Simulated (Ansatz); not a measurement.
Correlation energies of C$_{2}$H$_{6}$FGaN (`[CH2][N](C)[GaH][F]`) radical by basis set

Z-matrix (Å, degrees):
```
C
N 1 1.447
H 1 1.091 2 108.1
H 1 1.093 2 111.8 3 122.5
H 1 1.092 2 108.9 3 -115.9
Ga 2 2.110 1 116.1 3 55.7
C 2 1.263 1 120.6 3 -127.2
F 6 1.800 2 92.8 1 -36.1
H 6 1.598 2 101.1 1 -152.5
H 7 1.091 2 121.9 1 -1.3
H 7 1.087 2 119.1 1 178.7
```

The species carries charge 0 and has multiplicity 2. Correlated methods include outer-core shells of Ga, which these sets cover unevenly. Scalar relativity is left out up to krypton. The structure was optimised at the PBE0-D4/def2-TZVP level. It is one conformer, not always the lowest. Frozen core, unrestricted reference, the Gaussian-basis code of Ansatz.

```
     basis      HF (Eh)  MP2 corr.
  def2-SVP  -2155.94272   -0.83007
def2-TZVPP  -2156.46984   -1.00766
def2-QZVPP  -2156.52162   -1.31334
```

Problem. Estimate the CCSD correlation energy and the (T) correction in each basis where they were run (hartree).

Solution. 
```tsv
basis	CCSD corr.	(T)
def2-SVP	-0.86442	-0.02559
def2-TZVPP	-1.03593	-0.04065
```
